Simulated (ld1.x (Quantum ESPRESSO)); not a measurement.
**What one change does to a pseudopotential (arsenic, RRKJ)**

```json
{"Element": "As (Z = 33)", "Generator": "ld1.x (Quantum ESPRESSO) 7.5", "Type": "norm-conserving RRKJ (Kleinman–Bylander form)", "Functional": "BP86", "Relativity": "scalar-relativistic", "Frozen core": "[Ar]", "Valence charge": "15", "Reference configuration": "3d10 4s2 4p1 (charge +2)", "Partial waves": "4p (bound): rc 1.70 bohr; 3d (bound): rc 0.95 bohr; 4s (bound): rc 1.55 bohr", "Local potential": "the s channel", "Core correction": "Bessel-smoothed model core inside 0.85 bohr", "rho0": "0.001"}
```

Change: all radii but the core radius scaled by about 1.11 (s 1.72, p 1.90, d 1.06 bohr).

Cutoffs: the cutoffs (Ry, on a coarse ladder) from which the occupation-weighted sum of valence levels, in a spherical-Bessel basis at the reference potential, stays within 10 and 1 mRy of its value at 400 Ry; they do not see the model core or the augmentation charge, which bear on the density cutoff. Errors are all-electron minus pseudo energies relative to the spin-unpolarised reference configuration.

Question: What does the change do?

Answer: The potential gets softer (260 Ry and 300 Ry → 200 Ry and 300 Ry); of the 7 tests that both files solve, the error grows in 4 and shrinks in 0 by more than 15 % and 0.3 meV (median size 5.0 → 5.9 meV); neither file shows a bound ghost. A larger radius leaves more room for a smooth pseudo-wave, so fewer plane waves are needed. More of the atom is replaced by a form fitted at one configuration, so other configurations suffer.

```csv
quantity,base,changed
"cutoff, loose",260 Ry,200 Ry
"cutoff, tight",300 Ry,300 Ry
loose cutoff by channel (10 mRy a level),"p 25 Ry, d 180 Ry, s 18 Ry","p 25 Ry, d 160 Ry, s 18 Ry"
bound ghosts,none,none
"error for 3d10 4s2 4p3, meV [ΔE -27.36 eV]",+5.0,+6.0
"error for 3d10 4s2 4p2, meV [ΔE -18.08 eV]",+3.3,+4.1
"error for 3d10 4s2 4p0, meV [ΔE 27.88 eV]",-1.8,+1.8
"error for 3d9 4s2 4p3, meV [ΔE 23.60 eV]",-1202,-1051
"error for 3d9 4s2 4p4, meV [ΔE 12.76 eV]",-1279,-1136
"error for 3d10 4s2 4p2.5, meV [ΔE -23.74 eV]",+4.3,+5.5
"error for 3d10 4s2 4p3.3, meV [ΔE -28.63 eV]",+5.1,+5.9
```
